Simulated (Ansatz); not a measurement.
`FC1([SiH3])N[SiH2]1`. The species carries charge 0 and has multiplicity 1. The geometry is a stationary point of PBE0-D4/def2-TZVP.

```xyz
11

F    -0.314   -1.865   -0.713
C    -0.143   -0.600   -0.145
Si    1.376    0.240   -0.866
N    -0.389   -0.579    1.264
Si   -1.614    0.333    0.514
H     2.617   -0.422   -0.378
H     1.366    1.651   -0.395
H     1.341    0.204   -2.349
H     0.333   -0.538    1.965
H    -2.977   -0.237    0.533
H    -1.594    1.814    0.569
```

(1) What is the dipole moment at r2SCAN/def2-TZVPP? (An estimate is asked.)

(2) And with PBE, B3LYP, ωB97M-V? (Best estimate.)

(3) Give the Mulliken charges with r2SCAN, ωB97M-V, B3LYP in def2-TZVPP. (Estimate.)

Answers

(1) Ansatz gave: 2.31 D, with components (-0.14, 1.94, 1.25) D in this frame, pointing from negative to positive charge.

(2) The calculation gave: PBE 2.21 D, B3LYP 2.43 D, ωB97M-V 2.46 D.

(3) The calculation gave: 
| atom | r2SCAN | ωB97M-V | B3LYP |
| --- | --- | --- | --- |
| F1 | -0.23 | -0.22 | -0.24 |
| C2 | 0.09 | 0.04 | 0.13 |
| Si3 | 0.27 | 0.15 | 0.24 |
| N4 | -0.35 | -0.28 | -0.32 |
| Si5 | 0.40 | 0.30 | 0.34 |
| H6 | -0.07 | -0.02 | -0.06 |
| H7 | -0.07 | -0.03 | -0.07 |
| H8 | -0.07 | -0.02 | -0.06 |
| H9 | 0.16 | 0.12 | 0.14 |
| H10 | -0.06 | -0.01 | -0.05 |
| H11 | -0.07 | -0.02 | -0.06 |

B3LYP here is the variant with VWN-RPA as its local correlation; programs differ in this.
